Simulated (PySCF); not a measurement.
**Which determinant of NaGa⁺ lies lowest?**

Unrestricted PBE0; basis Na cc-pVDZ, Ga cc-pVDZ-PP with ECP10; scalar-relativistic core potentials; PySCF 2.14. Outer shells of the fragments: Na+ closed shells only; Ga 3d10 4s2 4p1.

Followed along the bond (rough minima from three points):

```tsv
2Ms+1	unpaired	⟨S²⟩ at the start	R at minimum (Å)	Te (eV)
2	σ ↑	0.75	3.42	0.00
2	π ↑	0.75	3.33	0.96
4	σ ↑↑, π ↑	3.75	3.42	5.15
```

Solutions found at the starting distance of 2.880 Å, counted from the lowest of them; the search is not exhaustive and high or unbound solutions are not listed, so other states can lie among these:

```tsv
2Ms+1	unpaired	term	E (eV)	⟨S²⟩	⟨Lz²⟩	μ (D)
2	σ ↑	²Σ⁺	0.00	0.75	0.00	-6.24
2	π ↑	²Π	0.85	0.75	1.00	-7.49
4	σ ↑↑, π ↑	⁴Π	5.15	3.75	1.00	-6.99
4	σ ↑, π ↑↑	⁴Σ⁻	5.96	3.75	0.00	-7.63
4	σ ↑↑↑	⁴Σ⁺	8.65	3.75	0.00	2.95
```

A term symbol is given only where ⟨S²⟩ and ⟨Lz²⟩ are close to those of a pure state; real π, δ and φ orbitals otherwise mix terms. A positive dipole points towards Ga; it is taken about the centre of mass and depends on that origin.

Compare the gap between the two lowest followed solutions at the starting distance with the gap between their minima.

At PBE0 the second solution (doublet, unpaired electrons π ↑) lies +0.85 eV from the first (doublet, unpaired electrons σ ↑) at 2.880 Å and +0.96 eV at the minima; the two curves relax by different amounts, since their minima lie near 3.33 and 3.42 Å.

Spin–orbit coupling is left out. Counting both spins, an empty level lies below a filled one in some of these solutions, because spin and occupation are held.
